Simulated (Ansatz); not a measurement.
CH6FNOSi can be A, `NCO[SiH2]F`, or B, `NC(O)[SiH2]F`.

Calculated with Ansatz (gas phase, PBE0-D4/def2-TZVP geometries, no zero-point term in ΔE). CBS: MP2 limit from def2 TZ/QZ plus the TZ coupled-cluster correction, frozen cores. Functionals use def2-TZVPP. Each species was taken in one conformer, which may not be the lowest.

Question: Which isomer does CCSD(T)/CBS put lower? Give the gap. (Best estimate.)

Answer: Computed: A, by 140.2 kJ/mol.

Question: Give E(B) − E(A) in kJ/mol with PBE-D4, r2SCAN-D4, BLYP-D4, MP2/def2-TZVPP, LDA (SPW92), ωB97M-V, PBE0-D4. (Best estimate.)

Answer: The calculation gave: PBE-D4 126.4, r2SCAN-D4 139.8, BLYP-D4 135.8, MP2/def2-TZVPP 145.4, LDA (SPW92) 126.7, ωB97M-V 138.3, PBE0-D4 132.3. None reverses the order clearly.

Question: Does the order hold for the free energy at 298.15 K (harmonic terms from PBE0-D4)? (Estimate.)

Answer: Computed: Yes: G(B) − G(A) = +137.3 kJ/mol, for one conformer each. Modes under 60 cm⁻¹, often nearly free rotors, make the harmonic entropy too high.

Largest T1 diagnostic: 0.012.

From PBE to PBE0 (25 % exact exchange), in def2-TZVPP and without D4, E(B) − E(A) moves by +5.8 kJ/mol. At CCSD(T), def2-SVP lies −3.3 kJ/mol from the extrapolated value and def2-TZVPP +1.8 kJ/mol.
